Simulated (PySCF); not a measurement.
Species: C3H8NOSi2 (doublet state).
Geometry (GFN2-xTB, Å), atoms numbered from 1 in this order:
```xyz
15
C3H8NOSi2 angstrom
C      3.3772    0.6421   -0.3209
N      2.1240    0.9159   -0.5321
Si     0.7143    0.1078   -0.8035
C     -0.9642    0.9918   -0.7523
C     -1.8764    0.1673    0.1702
Si    -1.3077   -1.6599    0.1126
O      0.2369   -1.4134   -0.3998
H      3.7530   -0.3320   -0.0378
H      4.0805    1.4557   -0.4037
H     -1.3967    1.0289   -1.7529
H     -0.8742    2.0214   -0.4127
H     -2.9237    0.3072   -0.0967
H     -1.7690    0.5354    1.1933
H     -1.9711   -2.4634   -0.9097
H     -1.2073   -2.2967    1.4186
```

The hyperfine couplings belong to this conformer and change with its torsions.

As a line formula: `C=N[Si]1CC[SiH2]O1` [radical].

Method used: UKS B3LYP, pcH-1 on C H N O Si, non-relativistic, mean-field spin-orbit, GIAO in PySCF. Geometry: GFN2-xTB, one conformer, isolated molecule. A GFN2-xTB geometry isn't a minimum of the functional, and hyperfine couplings can be far from their values at a DFT geometry, by a factor of two or more for some ions and for spin on atoms past the first row. The frame is twisted about the C1–N2 bond at this geometry (dihedral H8–C1–N2–Si3 = -16°); couplings at other torsion angles weren't computed. No stability test was run, so a lower SCF solution isn't excluded.

Question: The isotropic 13C couplings are +43.9, +16.2, +9.2 MHz. Assign them to C1; C4; C5.

Answer: 
```csv
site,a_iso (MHz),ρ(0) (bohr⁻³),position,distance from Si3 (Å),spin population,largest |T| (MHz)
C1,+43.9,+0.0391,a main spin site,2.76,+0.49,79.0
C4,+16.2,+0.0144,1 bond from Si3,1.90,-0.02,4.1
C5,+9.2,+0.0082,2 bonds from Si3,2.77,+0.01,1.6
```

Question: Match the computed a_iso(29Si) values -360.4, -15.4 MHz with the sites Si3; Si6.

Answer: 
```csv
site,a_iso (MHz),ρ(0) (bohr⁻³),position,distance from Si3 (Å),spin population,largest |T| (MHz)
Si3,-360.4,+0.4065,largest spin population,0.00,+0.66,123.1
Si6,-15.4,+0.0173,2 bonds from Si3,2.84,0.00,2.5
```

ρ(0) is the spin density at the nucleus and T the dipolar tensor; a_iso includes a spin–orbit part; entries for several nuclei are means. The Mulliken spin populations are largest on Si3 (+0.66), C1 (+0.49) and N2 (-0.13). The positive populations add up to 1.20 and the negative ones to -0.20, together 2S = 1. The angles at Si3 add up to 352.7°, so it is slightly pyramidal. Main spin sites, with 60 % or more of the largest population: C1, Si3; positions count bonds from the nearest.

The spin density at the nucleus, in bohr⁻³, is negative for H9 (-0.0074) and H8 (-0.0072), for instance. A restricted open-shell determinant has no negative spin density anywhere; here it arises because α and β orbitals differ (spin polarisation).

Means are taken over nuclei equivalent by connectivity, which assumes that they swap fast. The 1H value of +15.3 MHz is a mean of couplings from 9.7 to 20.8 MHz in this one geometry, not an average over conformers.
